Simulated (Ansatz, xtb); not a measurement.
Ranking isomers of H10NSi3+

3 gas-phase structures of H10NSi3+, found in a search over its isomers (lower ones may exist). Each was relaxed with GFN2-xTB; where two conformers were screened, the lower at r2SCAN-D4/def2-SVP is listed:

A. `[NH3+][SiH]([SiH3])[SiH3]`, a singlet
B. `[SiH3][NH+]([SiH3])[SiH3]`, a singlet
C. `[SiH3][NH2+][SiH2][SiH3]`, a singlet

Problem. Make a reasoned guess at their ranking by r2SCAN-D4/def2-SVP single-point energy.

Solution. Calculated order at r2SCAN-D4/def2-SVP: B (0.0), C (4.7), A (9.5) kcal/mol.

Energies above the lowest of each column, in kcal/mol; the last columns are at B3LYP-D3(BJ)/def2-SVP geometries (a dash: not run or not comparable):

```
structure  GFN2-xTB  HF/STO-3G  r2SCAN-D4/def2-SVP  B3LYP-D3(BJ)/def2-SVP  CCSD(T)/def2-SVP + ΔMP2/def2-TZVPP
        B       0.0        0.0                 0.0                    0.0                                 0.0
        C      25.2        9.0                 4.7                    6.0                                 8.2
        A      52.9       28.2                 9.5                   11.7                                   –
```

Every level run on B puts it lowest or level with the lowest. Flexible structures stand in one conformer each, not always the lowest. Frequencies (B3LYP-D3(BJ)/def2-SVP) were run for B, C alone. ΔMP2 is the change of the MP2 energy from the smaller to the larger basis.

Programs: Ansatz 0.2.0, xtb 6.7.1.
